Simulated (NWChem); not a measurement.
# Relativistic effects in C$_{2}$H$_{4}$I

SMILES: C[CH]I
```xyz
7

C     -2.4097     0.2533     0.5955
C     -1.0564     0.8511     0.6016
I      0.5665    -0.1668    -0.1831
H     -3.0753     0.8282     1.2593
H     -2.8676     0.2586    -0.4132
H     -2.4017    -0.7942     0.9366
H     -0.8830     1.9205     0.7401
```
Charge 0, spin multiplicity 2.

Program: NWChem. Structure: optimised with UPBE0/def2-SVP with def2 effective core potentials on I, a minimum by its harmonic frequencies.

Functional PBE0, all-electron basis x2c-SVPall-2c, contracted for the X2C Hamiltonian and used here with ZORA. The ion keeps the geometry and has multiplicity 1 in the scalar run; the spin-orbit run starts from the same electron counts.

Relative cost: rough, from shared machines, SCF included, scalar ZORA = 1.

The structure started from a generated list of species. The stability of the SCF solutions was not checked.

| Hamiltonian | ΔSCF ionisation energy (eV) | relative cost |
|---|---|---|
| scalar ZORA | 7.96 | 1 |
| spin-orbit ZORA | 7.93 | under 3 |

From scalar ZORA to spin-orbit ZORA the ionisation energy shrinks by 0.03 eV.
